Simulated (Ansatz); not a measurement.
Geometry optimisation, RKS BLYP/def2-SVP in Ansatz 0.2.0.

input.yaml

```yaml
crystal:
  periodic: [false, false, false]
  atoms:
    - { symbol: "N", position_ang: [-0.5222, 1.139, -0.0423] }
    - { symbol: C, position_ang: [0.3786, 0.0923, 0.0882] }
    - { symbol: O, position_ang: [0.2886, -0.4469, 1.3716] }
    - { symbol: Al, position_ang: [-0.3424, -1.6387, 0.1676] }
    - { symbol: H, position_ang: [-1.42315, 0.78627, -0.53564] }
    - { symbol: H, position_ang: [-0.86951, 1.48974, 0.909] }
    - { symbol: H, position_ang: [1.4528, 0.3138, -0.2207] }
    - { symbol: H, position_ang: [-0.3721, -2.9527, -0.7336] }
basis:
  gaussian: { orbitals: def2-SVP }
hamiltonian:
  xc: blyp
relax:
  f_tol: 0.015
  max_steps: 40
```

Command:

```bash
$ ansatz run input.yaml --threads 1 --pin off --max-ram 2048MiB --backend cpu --events-out ev --progress --plain --runs-dir out
```

Question: Where does it end, and by what steps?

Answer: It converged. After 11 steps the energy has fallen by 1.325 eV; H6 moved furthest, 0.68 Å.

```csv
step,energy less start (eV),largest force component (eV/Å),accepted
0,0.0000,3.888,yes
1,-0.7903,1.828,yes
2,-1.1570,0.529,yes
3,-1.2549,0.651,yes
4,-1.2940,0.502,yes
5,-1.3198,0.174,yes
6,-1.3239,0.150,yes
7,-1.3246,0.053,yes
8,-1.3250,0.029,yes
9,-1.3252,0.024,yes
10,-1.3253,0.022,yes
11,-1.3254,0.007,yes
```

```xyz
8
Properties=species:S:1:pos:R:3
N -0.613 1.187 -0.118
C 0.285 0.117 0.046
O 0.064 -0.828 1.296
Al -0.027 -1.787 -0.144
H -1.602 0.919 -0.152
H -0.490 1.942 0.572
H 1.321 0.503 0.102
H -0.347 -3.272 -0.597
```

Whether the end is a true minimum wasn't checked by a vibrational analysis.

Time of the run: 39 s on 1 thread of Arm Neoverse V1 (shared host), peak memory 0.14 GiB.
